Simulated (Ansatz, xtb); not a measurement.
## AlHBr (SMILES [AlH][Br]): methods side by side

AlHBr: 3 atoms, total charge 0, spin state doublet. SMILES: `[AlH][Br]`. Geometry: relaxed at PBE0-D4/def2-TZVP.

```xyz
3

Al   -0.2967   -0.6280   -0.2391
Br    1.5845    0.0086    0.8711
H    -1.2989    0.5546   -0.6453
```

Quantity: the electronic atomisation energy, in eV. The values are calculated. Electronic energies at fixed atoms, without zero-point motion or spin-orbit coupling.

```tsv
level	kind	program	value (eV)	less FCI/STO-3G	CPU time (all runs)
GFN2-xTB	semi-empirical	xtb	8.54	-0.02	under 2 s
UHF/STO-3G	Hartree–Fock	Ansatz	8.31	-0.25	0.33 s
UPBE/STO-3G	GGA	Ansatz	9.95	+1.39	3.3 s
U-r2SCAN/STO-3G	meta-GGA	Ansatz	10.09	+1.53	10 s
UBHLYP/STO-3G	global hybrid	Ansatz	9.46	+0.90	3 s
UPBE0/STO-3G	global hybrid	Ansatz	9.74	+1.18	3 s
UCAM-B3LYP/STO-3G	range-separated hybrid	Ansatz	9.62	+1.06	3.8 s
UB2PLYP/STO-3G	double hybrid	Ansatz	9.27	+0.71	3.3 s
UCCSD/STO-3G	coupled cluster or CI	Ansatz	8.53	-0.03	0.71 s
FCI/STO-3G	exact in the basis	Ansatz	8.56	0.00	1.2 s
```

FCI/STO-3G is exact within its basis and frozen core, so for wave-function methods in that basis the difference is their error; functionals converge differently with the basis, so for them it is only a difference. All-electron rows without a relativistic Hamiltonian named are non-relativistic. The values span 8.31 to 10.09 eV. The xTB rows lack spin polarisation, so open shells miss the exchange term that lowers them. All rows use very small basis sets, so none should be taken for the real molecule's value. In the correlated wave-function rows the outer d shell of Br is correlated, in sets not made for it. Times are those of the runs behind each value, whatever else they computed, on shared processors of several kinds: orders of magnitude only.
